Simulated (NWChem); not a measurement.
A series in which one site is exchanged, each optimised at PBE0/def2-SVP with NWChem, gas phase unless a solvent is named. All stand in one matching conformer (torsions within 35°), which need not be the lowest. This build's default masses of Se (78.918 u) and Br (79.917 u) are each other's, which moves their modes by up to 0.6 %. For some, no frequency run checked for a minimum. def2 effective core potentials on I; no spin-orbit coupling.

A: [SeH]O[SiH3] (SiH4SeO; site = H)
B: O([Se]Cl)[SiH3] (SiH3SeOCl; site = Cl)
C: F[Se]O[SiH3] (SiH₃SeOF; site = F)
D: I[Se]O[SiH3] (SiH₃SeOI; site = I)

Problem. Rank them by vertical ionisation energy, ΔSCF, CAM-B3LYP/def2-SVP (eV), lowest first.

Solution. D (8.74), B (9.07), C (9.20), A (9.32)
